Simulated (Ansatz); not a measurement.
Mulliken charges of BH₄NSiZn (`[BH]1N[SiH2][Zn]1`) from ωB97M-V/def2-TZVPP in Ansatz (PBE0-D4/def2-TZVP geometry).

```json
{"atom": "B1", "x (Å)": "-0.377", "y (Å)": "1.199", "z (Å)": "-0.937", "charge (e)": "-0.116"}
{"atom": "N2", "x (Å)": "-0.037", "y (Å)": "0.514", "z (Å)": "0.229", "charge (e)": "-0.122"}
{"atom": "Si3", "x (Å)": "0.296", "y (Å)": "-1.272", "z (Å)": "0.305", "charge (e)": "0.117"}
{"atom": "Zn4", "x (Å)": "-0.244", "y (Å)": "-0.639", "z (Å)": "-1.978", "charge (e)": "0.019"}
{"atom": "H5", "x (Å)": "-0.600", "y (Å)": "2.370", "z (Å)": "-1.008", "charge (e)": "0.079"}
{"atom": "H6", "x (Å)": "0.030", "y (Å)": "1.043", "z (Å)": "1.095", "charge (e)": "0.109"}
{"atom": "H7", "x (Å)": "1.658", "y (Å)": "-1.431", "z (Å)": "0.906", "charge (e)": "-0.043"}
{"atom": "H8", "x (Å)": "-0.633", "y (Å)": "-1.840", "z (Å)": "1.333", "charge (e)": "-0.043"}
```

Question: By hand: the dipole of these point charges (1 e Å = 4.8032 D).

Answer: Σ q r = (-0.010, 0.079, 0.022) e Å, of length 0.083 e Å = 0.40 D.

Question: How does the dipole of the full density compare? (Estimate.)

Answer: The calculation gave: (-0.029, -0.074, -0.228) e Å, 1.16 D; the point charges give 0.34 times that, at 122° from its direction, so they point the opposite way.

Point charges leave out the atoms' own dipoles, such as those of lone pairs, and Mulliken's split depends on the basis, so the two needn't agree.
